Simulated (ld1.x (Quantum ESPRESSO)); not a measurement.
# Building the PAW potential for sulfur (S) (LDA (PZ), scalar-relativistic).

* Element: sulfur (S)
* Generator: ld1.x (Quantum ESPRESSO) 7.5
* Type: PAW
* Functional: LDA (PZ)
* Relativity: scalar-relativistic
* Frozen core: [Ne]
* Valence charge: 6
* Reference configuration: 3s1.75 3p4.25
* Partial waves: 3s (bound): rcut 1.00, rcutus 1.30 bohr; 3s channel at -0.5 Ry: rcut 1.00, rcutus 1.30 bohr; 3p (bound): rcut 1.00, rcutus 1.30 bohr; 3p channel at -0.2 Ry: rcut 1.00, rcutus 1.30 bohr; 3d channel at 0.1 Ry: rc 1.30 bohr
* Local potential: the d channel
* Core correction: Bessel-smoothed model core inside 1.35 bohr
* Augmentation charge: PSQ, inside the norm-conserving radii

* Cutoffs needed: 21 Ry and 50 Ry (the cutoffs (Ry, on a coarse ladder) from which the occupation-weighted sum of valence levels, in a spherical-Bessel basis at the reference potential, stays within 10 and 1 mRy of its value at 400 Ry)
* Ghost test: ghost state, extra bound levels that the all-electron valence spectrum of the same l lacks: s at -16.1 eV; a true bound ghost makes a file unfit for plane-wave use (spherical-Bessel basis up to 400 Ry, 20 bohr box)
* Largest excitation error: -122 meV (all-electron minus pseudo) for 3s2 3p0, out of 7 test configurations
* Lowest eigenvalue of the overlap operator: 0.51 (s channel)
* Density cutoff estimated by the generator: 262 Ry
